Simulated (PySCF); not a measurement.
# Stretching GdC

Set-up: Gd x2c-SVPall, C x2c-SVPall; spin-free X2C with a Gaussian nucleus (PySCF 2.14). Energies in eV from Gd (4f7 5d1 6s2) + C in their ground configurations at the same level. State: 2S+1 = 11, about 7.1 electrons in the 4f shell (Mulliken).

All columns are PBE0. A positive dipole means Gd(−)C(+).

| R (Å) | E (eV) | μ (D) | Mulliken charge on Gd (basis-dependent) | HOMO (eV) | LUMO (eV) | Mayer bond order | ⟨S²⟩ |
| --- | --- | --- | --- | --- | --- | --- | --- |
| 1.741 | -2.693 | -2.95 | 0.18 | -4.23 | -2.98 | 2.41 | 30.01 |
| 1.822 | -3.338 | -3.48 | 0.21 | -4.33 | -2.64 | 2.35 | 30.01 |
| 1.903 | -3.709 | -3.97 | 0.24 | -4.43 | -2.36 | 2.31 | 30.01 |
| 1.963 | -3.845 | -4.30 | 0.26 | -4.50 | -2.18 | 2.28 | 30.01 |
| 2.024 | -3.883 | -4.61 | 0.27 | -4.56 | -2.03 | 2.25 | 30.01 |
| 2.085 | -3.843 | -4.89 | 0.29 | -4.62 | -2.07 | 2.23 | 30.02 |
| 2.166 | -3.696 | -5.22 | 0.30 | -4.45 | -2.18 | 2.20 | 30.02 |
| 2.267 | -3.405 | -5.54 | 0.32 | -4.30 | -2.28 | 2.14 | 30.04 |
| 2.388 | -2.972 | -5.69 | 0.34 | -4.31 | -2.35 | 2.01 | 30.14 |
| 2.550 | -2.393 | -5.45 | 0.35 | -4.34 | -2.34 | 1.64 | 30.44 |

A fit through these points gives, at Re = 2.021 Å, μ = -4.60 D and dμ/dR = -4.84 D/Å; the reduced mass is 11.15 u.

**Question.** How strong is the fundamental in the double-harmonic approximation, I = 42.26·(dμ/dR)²/μred km/mol?

**Answer.** I = 42.26·(-4.84)²/11.15 = 88.8 km/mol at PBE0.

⟨S²⟩ of the unrestricted solution departs from its pure value on part of the curve, where spin states mix. These are scalar-relativistic numbers at best; spin–orbit coupling would shift them, the dissociation energy most. The state is the lowest single determinant that the PBE0 search found; with open d or f shells the true ground state can be another one.
